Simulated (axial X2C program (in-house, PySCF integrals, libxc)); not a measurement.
## Ionising ZrSe

All values come from calculations with an in-house relativistic program for diatomic molecules, spin-free (one-electron X2C) or two-component (2c: spin–orbit coupling with atomic mean-field Coulomb and Gaunt terms, which also bring small scalar terms), in Dyall basis sets with cores contracted in-house; open shells are unrestricted.

Basis sets: Se dyall-cv3z, Zr dyall-cv3z.

```json
{"Hamiltonian": "spin-free", "level": "PBE0", "ZrSe state": "M_S = 1, Λ = 2", "Re (Å)": "2.312", "ωe (cm⁻¹)": "373.4", "De (eV)": "5.13"}
{"Hamiltonian": "2c", "level": "PBE0", "ZrSe state": "Ω = 1", "Re (Å)": "2.313", "ωe (cm⁻¹)": "372.7", "De (eV)": "n/a"}
```

Adiabatic ionisation energy (minimum to minimum, no zero-point term) and constants of ZrSe⁺:

```csv
Hamiltonian,level,ZrSe⁺ state,IE (eV),Re (Å),ωe (cm⁻¹),De (eV),fragments
spin-free,PBE0,"M_S = 1/2, Λ = 2",6.92,2.273,400.5,4.55,Zr+ + Se
2c,PBE0,Ω = 3/2,6.92,2.274,399.9,n/a,Zr+ + Se
```

Q: Add the zero-point terms to the ionisation energy at PBE0, 2c, and say whether the electron removed was bonding.

A: IE0 = IE + (ωe⁺ − ωe)/2 = 6.92 + (0.002) = 6.92 eV. Re changes by -0.039 Å, so the bond shortens, as on loss of an antibonding or a polarising non-bonding electron.

Each entry is the lowest single determinant of a limited PBE0 search at one distance. De goes to single-determinant-based atoms at the same level (for ions the charge split of lowest energy) and is withheld (n/a) where an atom does not fit its ground term or J level. Main or longest-lived isotopes. One determinant is a doubtful description, or other states lie close, for ZrSe, ZrSe⁺; these need not be ground states, and all values refer to the states named. With several unpaired electrons the Ω given is that of one determinant, not necessarily of the lowest component. The functionals have no current term, which raises determinants with orbital currents.
